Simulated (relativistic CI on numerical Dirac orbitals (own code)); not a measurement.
**Energy levels of Sm XXI**

Method of calculation: Dirac-Coulomb-Breit CI, KLI orbitals optimised for each configuration, model QED, unscaled Slater integrals (own radial code, finite nucleus).

Configurations in the expansion (outside the closed core [Ar] 3d10): 4s2.4p6.4d6, 4s2.4p5.4d7, 4s2.4p6.4d5.4f, 4s.4p6.4d7, 4s2.4p5.4d6.4f, 4s2.4p6.4d5.5s, 4s.4p6.4d6.4f, 4s2.4p6.4d5.5p, 4s2.4p6.4d4.4f.5s, 4s2.4p6.4d5.5d, 4s2.4p6.4d4.5s.5p, 4s2.4p5.4d6.5s, 4s2.4p6.4d5.5f, 4s2.4p6.4d5.6s, 4s.4p6.4d6.5s, 4s2.4p6.4d5.7s, 4p6.4d7.5p, 4p6.4d8, 4p5.4d9, 4p5.4d8.4f, 4s2.4p6.4d4.5s2, 4s2.4p6.4d3.4f.5s2, 4s2.4p5.4d4.4f.5s2, 4s.4p6.4d4.4f.5s2. Double excitations out of closed p, d and f shells are left out; levels of such configurations are missing from the list, as are those of other unlisted configurations, and high levels can miss mixing partners. These lack a partner that the ground configuration has and come out too high: 4s2.4p5.4d6.5s.

The lowest level is 4s2.4p6.4d6 5D_4, with 67 % of that term; Hund's rules for 4s2.4p6.4d6 give 5D with J = 4, in agreement.

| No. | Configuration | Term | J | E (cm⁻¹) | % | jj configuration (%) |
| --- | --- | --- | --- | --- | --- | --- |
| 1 | 4s2.4p6.4d6 | 5D | 4 | 0 | 67 | 4d5/2^2 (71) |
| 2 | 4s2.4p6.4d6 | 5D | 2 | 18687 | 40 | 4d5/2^2 (75) |
| 3 | 4s2.4p6.4d6 | 5D | 3 | 30928 | 85 | 4d3/2^3 4d5/2^3 (81) |
| 4 | 4s2.4p6.4d6 | 5D | 0 | 40104 | 62 | 4d5/2^2 (41) |
| 5 | 4s2.4p6.4d6 | 5D | 1 | 41736 | 73 | 4d3/2^3 4d5/2^3 (81) |
| 6 | 4s2.4p6.4d6 | 3H | 4 | 49165 | 27 | 4d3/2^3 4d5/2^3 (71) |
| 7 | 4s2.4p6.4d6 | 3H | 6 | 62362 | 77 | 4d3/2^3 4d5/2^3 (95) |
| 8 | 4s2.4p6.4d6 | 3G | 5 | 62949 | 51 | 4d3/2^3 4d5/2^3 (97) |
| 9 | 4s2.4p6.4d6 | 3F | 2 | 75890 | 38 | 4d3/2^3 4d5/2^3 (47) |
| 10 | 4s2.4p6.4d6 | 3F | 3 | 78542 | 40 | 4d3/2^3 4d5/2^3 (85) |
| 11 | 4s2.4p6.4d6 | 3P | 2 | 83282 | 38 | 4d3/2^2 4d5/2^4 (56) |
| 12 | 4s2.4p6.4d6 | 3H | 4 | 98742 | 48 | 4d3/2^2 4d5/2^4 (65) |
| 13 | 4s2.4p6.4d6 | 3D | 1 | 102966 | 64 | 4d3/2^3 4d5/2^3 (73) |
| 14 | 4s2.4p6.4d6 | 1S | 0 | 105250 | 57 | 4d3/2^2 4d5/2^4 (60) |
| 15 | 4s2.4p6.4d6 | 3G | 4 | 105949 | 37 | 4d3/2^2 4d5/2^4 (55) |
| 16 | 4s2.4p6.4d6 | 3D | 2 | 107424 | 57 | 4d3/2^3 4d5/2^3 (53) |
| 17 | 4s2.4p6.4d6 | 3H | 5 | 109670 | 51 | 4d3/2^2 4d5/2^4 (97) |
| 18 | 4s2.4p6.4d6 | 3D | 3 | 114593 | 61 | 4d3/2^2 4d5/2^4 (48) |
| 19 | 4s2.4p6.4d6 | 3P | 0 | 114876 | 95 | 4d3/2^3 4d5/2^3 (42) |
| 20 | 4s2.4p6.4d6 | 1I | 6 | 119456 | 77 | 4d3/2^2 4d5/2^4 (95) |
| 21 | 4s2.4p6.4d6 | 3F | 3 | 121258 | 36 | 4d3/2^2 4d5/2^4 (75) |
| 22 | 4s2.4p6.4d6 | 1F | 3 | 125166 | 40 | 4d3/2^3 4d5/2^3 (62) |
| 23 | 4s2.4p6.4d6 | 3P | 1 | 138765 | 69 | 4d3/2^2 4d5/2^4 (65) |
| 24 | 4s2.4p6.4d6 | 1G | 4 | 143778 | 66 | 4d3/2^2 4d5/2^4 (63) |
| 25 | 4s2.4p6.4d6 | 1D | 2 | 145216 | 49 | 4d3/2^2 4d5/2^4 (68) |
| 26 | 4s2.4p6.4d6 | 3P | 1 | 162749 | 84 | 4d3/2 4d5/2^5 (57) |
| 27 | 4s2.4p6.4d6 | 3F | 4 | 173230 | 75 | 4d3/2^2 4d5/2^4 (63) |
| 28 | 4s2.4p6.4d6 | 3F | 2 | 173619 | 84 | 4d3/2^2 4d5/2^4 (86) |
| 29 | 4s2.4p6.4d6 | 1G | 4 | 197682 | 74 | 4d3/2 4d5/2^5 (47) |
| 30 | 4s2.4p6.4d6 | 3P | 2 | 202643 | 65 | 4d3/2 4d5/2^5 (74) |
| 31 | 4s2.4p6.4d6 | 3F | 3 | 203773 | 53 | 4d3/2 4d5/2^5 (84) |
| 32 | 4s2.4p6.4d6 | 3P | 0 | 211151 | 55 | 4d5/2^6 (77) |
| 33 | 4s2.4p6.4d6 | 1D | 2 | 232454 | 93 | 4d3/2^2 4d5/2^4 (83) |
| 34 | 4s2.4p6.4d6 | 1S | 0 | 301005 | 90 | 4d3/2^2 4d5/2^4 (74) |
| 35 | 4p5.4d7(4F) | 5G° | 6 | 951463 | 85 | 4p3/2^3 4d5/2^3 (78) |
| 36 | 4p5.4d7(4F) | 5F° | 5 | 972834 | 48 | 4p3/2^3 4d5/2^3 (80) |
| 37 | 4p5.4d7(4F) | 3D° | 3 | 975346 | 60 | 4p3/2^3 4d5/2^3 (80) |
| 38 | 4p5.4d7(4P) | 3P° | 0 | 982408 | 53 | 4p3/2^3 4d5/2^3 (92) |
| 39 | 4p5.4d7(4P) | 5D° | 4 | 991353 | 33 | 4p3/2^3 4d5/2^3 (50) |
| 40 | 4p5.4d7(2P) | 3P° | 2 | 996603 | 26 | 4p3/2^3 4d5/2^3 (70) |
| 41 | 4p5.4d7(4F) | 5G° | 5 | 1000742 | 67 | 4p3/2^3 4d3/2^3 4d5/2^4 (80) |
| 42 | 4p5.4d7(4F) | 5D° | 3 | 1008646 | 30 | 4p3/2^3 4d3/2^3 4d5/2^4 (32) |
| 43 | 4p5.4d7(2D) | 3F° | 4 | 1010816 | 42 | 4p3/2^3 4d5/2^3 (55) |
| 44 | 4p5.4d7(4F) | 5D° | 1 | 1013466 | 34 | 4p3/2^3 4d3/2^3 4d5/2^4 (41) |
| 45 | 4p5.4d7(4P) | 3P° | 2 | 1015227 | 34 | 4p3/2^3 4d5/2^3 (63) |
| 46 | 4p5.4d7(4F) | 3D° | 2 | 1019826 | 42 | 4p3/2^3 4d3/2^3 4d5/2^4 (71) |
| 47 | 4p5.4d7(4P) | 5D° | 4 | 1020562 | 41 | 4p3/2^3 4d3/2^3 4d5/2^4 (78) |
| 48 | 4p5.4d7(4F) | 5F° | 3 | 1021427 | 27 | 4p3/2^3 4d3/2^3 4d5/2^4 (51) |
| 49 | 4p5.4d7(2G) | 3H° | 6 | 1022798 | 69 | 4p3/2^3 4d3/2^3 4d5/2^4 (80) |
| 50 | 4p5.4d7(4F) | 5D° | 0 | 1029610 | 53 | 4p3/2^3 4d3/2^3 4d5/2^4 (45) |
| 51 | 4p5.4d7(2G) | 3G° | 3 | 1030075 | 23 | 4p3/2^3 4d3/2^3 4d5/2^4 (80) |
| 52 | 4p5.4d7(4F) | 3D° | 1 | 1033782 | 38 | 4p3/2^3 4d3/2^3 4d5/2^4 (46) |
| 53 | 4p5.4d7(4P) | 5P° | 2 | 1034989 | 25 | 4p3/2^3 4d3/2^3 4d5/2^4 (59) |
| 54 | 4p5.4d7(2G) | 3G° | 4 | 1036008 | 42 | 4p3/2^3 4d3/2^3 4d5/2^4 (76) |
| 55 | 4p5.4d7(4P) | 3P° | 1 | 1041845 | 40 | 4p3/2^3 4d3/2^3 4d5/2^4 (68) |
| 56 | 4p5.4d7(2D) | 3D° | 3 | 1042184 | 18 | 4p3/2^3 4d3/2^3 4d5/2^4 (40) |
| 57 | 4p5.4d7(2H) | 3H° | 5 | 1044804 | 50 | 4p3/2^3 4d3/2^3 4d5/2^4 (76) |
| 58 | 4p5.4d7(2H) | 3H° | 4 | 1045268 | 19 | 4p3/2^3 4d3/2^3 4d5/2^4 (44) |
| 59 | 4p5.4d7(4F) | 3F° | 2 | 1053641 | 30 | 4p3/2^3 4d3/2^3 4d5/2^4 (70) |
| 60 | 4p5.4d7(2F) | 3F° | 2 | 1059075 | 31 | 4p3/2^3 4d3/2^3 4d5/2^4 (49) |
| 61 | 4p5.4d7(2H) | 3I° | 7 | 1063986 | 94 | 4p3/2^3 4d3/2^3 4d5/2^4 (94) |
| 62 | 4p5.4d7(2F) | 3F° | 3 | 1064309 | 29 | 4p3/2^3 4d3/2^3 4d5/2^4 (42) |
| 63 | 4p5.4d7(2H) | 3H° | 6 | 1068353 | 63 | 4p3/2^3 4d3/2^3 4d5/2^4 (63) |
| 64 | 4p5.4d7(4F) | 5D° | 1 | 1070022 | 27 | 4p3/2^3 4d3/2^2 4d5/2^5 (47) |
| 65 | 4p5.4d7(2G) | 3F° | 3 | 1070770 | 39 | 4p3/2^3 4d3/2^3 4d5/2^4 (31) |
| 66 | 4p5.4d7(4P) | 5P° | 2 | 1071602 | 15 | 4p3/2^3 4d3/2^2 4d5/2^5 (55) |
| 67 | 4p5.4d7(2H) | 1G° | 4 | 1073284 | 36 | 4p3/2^3 4d3/2^2 4d5/2^5 (51) |
| 68 | 4p5.4d7(2H) | 1H° | 5 | 1075119 | 42 | 4p3/2^3 4d3/2^3 4d5/2^4 (66) |
| 69 | 4p5.4d7(2G) | 3H° | 5 | 1080626 | 23 | 4p3/2^3 4d3/2^3 4d5/2^4 (40) |
| 70 | 4d5(6S).4f | 7F° | 1 | 1082248 | 40 | 4d3/2^3 4d5/2^2 4f5/2 (22) |

Energies count from the lowest computed level; ° marks odd parity. Percentages are summed over parent terms; the parents shown are those of the largest component, closed shells are left out there. Filled j subshells are mostly left out of the jj labels.

The mean weight of the leading LS term, summed over parents, in these 70 levels is 51 %, and that of the leading jj configuration (from the same eigenvectors) 65 %, so jj coupling describes them better and the LS labels are nominal.

At this charge energies of transitions that change n are usually good to better than 1 %, and those within a shell (Δn = 0) to a few per cent. Terms inside the open d or f shell come out 10 to 20 % too wide with unscaled integrals.

LS names give the leading component of a level, which can be under half, so a name can repeat, a term be missing and a line seem to break the LS rules.
